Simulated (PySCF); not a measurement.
This script is equivalent to a calculation on Sr (strontium, neutral).

```python
from pyscf import gto, scf, dft, mp, cc
import basis_set_exchange as bse
mol = gto.M(atom="Sr 0 0 0", charge=0, spin=0, symmetry="D2h",
            basis=gto.basis.parse(bse.get_basis("x2c-SVPall", elements=["Sr"], fmt="nwchem", header=False)),
            nucmod="G")
mf = scf.UHF(mol).sfx2c1e()
mf.irrep_nelec = {'Ag': (7, 7), 'B1g': (1, 1), 'B2g': (1, 1), 'B3g': (1, 1), 'B1u': (3, 3), 'B2u': (3, 3), 'B3u': (3, 3)}
mf.kernel()
```

(1) What total energy does it give?

(2) Which occupied shell lies highest, and where?

## Answers

(1) -3177.02417 hartree (calculated).

(2) 5s, at -4.935 eV.
